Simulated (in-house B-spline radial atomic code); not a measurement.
The numbers below are computed, except where a source is named.
**Softness against transferability: the 3p channel of V**

V, [Ar] 3d3 4s2, non-relativistic LDA (VWN5), spherical and spin-unpolarised, from a B-spline radial code for spherical atoms (atomic units). The all-electron 3p level is ε = -1.610516 hartree, its outermost node lies just inside 0.36 bohr and its outer maximum at 0.85 bohr.

Troullier-Martins pseudo-orbitals are made for several radii. The cutoffs (hartree) are the plane-wave energies beyond which the orbital holds less than the named kinetic energy per electron. The phase error is the difference, pseudo minus all-electron, of arctan(R P'/P) at R = 1.49 bohr for all radii, half a hartree below and above the level.

```csv
r_c (bohr),V_l(0) (hartree),cutoff for 10 mEh,for 1 mEh,for 0.1 mEh,phase error at ε − 0.5 (mrad),at ε + 0.5 (mrad)
0.64,-55.26,129,169,> 450,-2.6,-0.7
0.74,-17.39,65,105,193,-1.7,-0.4
0.85,-6.88,17.5,43.1,85.5,-1.3,-0.3
0.96,-6.09,17.8,44.9,79.4,-1.2,-0.3
1.07,-6.97,17.1,40.1,53.7,-1.5,-0.4
1.19,-7.81,17.1,29.8,45.3,-2.3,-0.6
```

Problem. Which radius needs the lowest cutoff for 1 mEh while both phase errors stay within 1.8 mrad?

Solution. The radii within that limit are 0.74, 0.85, 0.96, 1.07 bohr; of these r_c = 1.07 needs the least, 40.1 hartree, that is 80.2 Ry or 1091 eV.

Problem. What does the larger radius buy, and what does it cost?

Solution. From r_c = 0.64 to 1.19 bohr the cutoff for 1 mEh goes from 169 to 29.8 hartree, a factor of 5.67, against 3.46 for a pure 1/r_c² scaling, end to end; step by step it is 169, 105, 43.1, 44.9, 40.1, 29.8, and for 0.1 mEh > 450, 193, 85.5, 79.4, 53.7, 45.3; the number of plane waves goes as the cutoff to the power 3/2, here a factor of 13.5. The larger of the two phase errors is least at r_c = 0.96 bohr, 1.2 mrad; it is 2.6 at the smallest radius and 2.3 at the largest. These errors test the reference atom alone. The smallest radius lies well inside the outer maximum, where the nodeless form must bend sharply to keep the norm, so it is both harder and scatters less well than the next. Large radii also let the cores of neighbours overlap, which an atom doesn't show.
